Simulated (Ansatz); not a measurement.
H6B2Si, SMILES `BB[SiH3]` (charge 0, multiplicity 1).

Computed with PBE/cc-pVTZ // PBE0-D3(BJ)/def2-TZVP in Ansatz (a first-principles code).

Ansatz 0.2 input:
```yaml
crystal:
  periodic: [false, false, false]
  atoms:
    - { symbol: B, position_ang: [1.735256, 0.047603, 0.002848] }
    - { symbol: B, position_ang: [0.33994, -0.021568, 0.7989] }
    - { symbol: Si, position_ang: [-1.345893, -0.024077, -0.322375] }
    - { symbol: H, position_ang: [2.285184, -0.942091, -0.397377] }
    - { symbol: H, position_ang: [2.230423, 1.093568, -0.317947] }
    - { symbol: H, position_ang: [0.15943, -0.072994, 1.980846] }
    - { symbol: H, position_ang: [-2.178869, 1.147117, 0.071234] }
    - { symbol: H, position_ang: [-2.108344, -1.269608, -0.025575] }
    - { symbol: H, position_ang: [-1.117129, 0.042052, -1.790553] }
basis:
  gaussian: { orbitals: cc-pVTZ }
hamiltonian:
  xc: pbe
```

Output:

```
Functional definition: PBE
1059 factors; their error is unknown
mean field evaluation 1: about -9316.3717 eV, gradient 3.1e1 eV
mean field evaluation 2: about -9315.9646 eV, gradient 3.2e1 eV
mean field evaluation 4: about -9319.7932 eV, gradient 1.3e0 eV
mean field evaluation 8: about -9319.7994 eV, gradient 3.0e-2 eV
mean field evaluation 16: about -9319.7598 eV, gradient 7.8e-5 eV
mean field -9319.75980839 eV, -342.4948557984 hartree, gradient 7.8e-5 eV, S^2 0.000000; 0 other end points of the search recorded, 0 dependent functions left out
reference -9319.75985309 eV, -342.4948574408 hartree; 15, 15 occupied and 163, 163 virtual orbitals, 1059 factors
Total energy: -9319.75985309 eV, -342.4948574408 hartree
```
